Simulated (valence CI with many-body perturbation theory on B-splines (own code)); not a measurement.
Cr¹⁸⁺ in brief

Level of theory: relativistic CI+MBPT: four valence electrons over a frozen Dirac-Fock core [He], radial functions for each j: 11 s, 11 p, 10 d, 8 f, 5 g, 2 h, with the one-electron correlation potential Σ1, the two-electron term Σ2, the three-electron term Σ3, Breit, model QED; selected CI, second order for the rest, scaled by the run's own slope (own B-spline code, finite nucleus).

No measured spectrum was set against this ion. As an estimate, levels of excited configurations hold to 0.05 to 0.15 % of their energy, terms of the ground configuration to about 0.5 %. Among the levels kept, up to 850 cm⁻¹ of a level comes from second order outside the variational space, and about a tenth of that is noise between levels of different J, which matters for small intervals.

Rates and lifetimes use the calculated energies. Strong lines usually hold to 10 to 20 %, long lifetimes can be off by a factor of two.

Task: What is the ground level?

Result: 2s²2p² ³P_0, composition 92 % 2s²2p² ³P + 7 % 2s²2p² ¹S.

Task: Where does the other parity begin?

Result: At 2s2p³ ⁵S°_2, 3.673 Ry.

Task: How is the term ³P of the ground level split?

Result: J = 0 at 0.000, J = 1 at 0.436, J = 2 at 0.752 Ry.

Task: Among levels below 71.840 Ry, which E1 lines absorb most strongly from the ground level?

Result: to 2s²2p3d ³D°_1 at 1.478 nm, f = 1.26; to 2s2p²3p ³D°_1 at 1.436 nm, f = 0.176; to 2s2p²3p ⁵P°_1 at 1.441 nm, f = 0.118.

Task: How well does LS coupling describe the low levels?

Result: Among the lowest 20 levels the leading LS term, summed over configurations, holds 92 % on average. For single configurations the figures are 91 % in LS and 75 % in jj coupling. Terms mix most in the J = 2 level at 7.333 Ry, where the leading one holds 81 %.
